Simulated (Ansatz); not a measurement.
COS, charge +1, doublet, geometry from GFN2-xTB (a state made from the parent by changing its charge; the spin is typed, not shown lowest); BCCD/def2-SVP run with Ansatz (a quantum-chemistry and plane-wave program).

The Ansatz input:
Ansatz 0.2 input:
```yaml
crystal:
  periodic: [false, false, false]
  atoms:
    - {symbol: O, position_ang: [-0.00000000, -0.00000000, -1.68366881]}
    - {symbol: C, position_ang: [-0.00000000, -0.00000000, -0.55245407]}
    - {symbol: S, position_ang: [0.00000000, 0.00000000, 1.04900468]}
basis:
  gaussian:
    orbitals: def2-SVP
total_charge: 1
magnetization: {spin_polarized: true, initial_magnetization: 1}
correlation: {method: bccd}
```

Task: Predict the main parts of the log of this Ansatz run.

Result: 
```
Functional definition: HF
432 factors; integrals over basis functions are off by at most 1.2e-3 eV
mean field evaluation 1: about -13863.4469 eV, gradient 3.5e1 eV
mean field evaluation 2: about -13863.5429 eV, gradient 3.5e1 eV
mean field evaluation 4: about -13869.2188 eV, gradient 3.5e0 eV
mean field evaluation 8: about -13869.3852 eV, gradient 5.4e-1 eV
mean field evaluation 16: about -13869.4160 eV, gradient 2.0e-6 eV
mean field evaluation 32: about -13868.4973 eV, gradient 8.1e0 eV
mean field evaluation 64: about -13869.4158 eV, gradient 4.7e-2 eV
mean field evaluation 96: about -13869.4160 eV, gradient 6.7e-4 eV
mean field evaluation 128: about -13864.0048 eV, gradient 6.3e-3 eV
mean field -13869.41598109 eV, -509.6916362772 hartree, gradient 3.1e-6 eV, S^2 0.840626; 2 other end points of the search recorded, 0 dependent functions left out
7 core orbitals not correlated
reference -13869.41598109 eV, -509.6916362772 hartree; 8, 7 occupied and 31, 32 virtual orbitals, 432 factors
second order -10.72722277 eV of doubles, -0.00000000 eV of singles
cycle   1  -10.72470060 eV  change    2.5e-3 eV  update   1.2e-1
cycle   2  -11.15116818 eV  change   -4.3e-1 eV  update   4.9e-2
cycle   3  -11.29279968 eV  change   -1.4e-1 eV  update   3.2e-2
cycle   4  -11.29595957 eV  change   -3.2e-3 eV  update   1.6e-2
cycle   5  -11.27203509 eV  change    2.4e-2 eV  update   8.3e-3
cycle   6  -11.27103288 eV  change    1.0e-3 eV  update   3.9e-3
cycle   7  -11.27082077 eV  change    2.1e-4 eV  update   2.1e-3
cycle   8  -11.27017209 eV  change    6.5e-4 eV  update   9.3e-4
cycle   9  -11.27051862 eV  change   -3.5e-4 eV  update   4.1e-4
cycle  10  -11.27041414 eV  change    1.0e-4 eV  update   1.9e-4
cycle  11  -11.27045551 eV  change   -4.1e-5 eV  update   6.9e-5
cycle  12  -11.27049076 eV  change   -3.5e-5 eV  update   2.9e-5
cycle  13  -11.27047223 eV  change    1.9e-5 eV  update   1.1e-5
WARN: the results are in doubt because among natural orbitals full CI differs from the method by -0.144 eV
Total energy: -13880.68645332 eV, -510.1058184921 hartree
In doubt: among natural orbitals full CI differs from the method by -0.144 eV
```
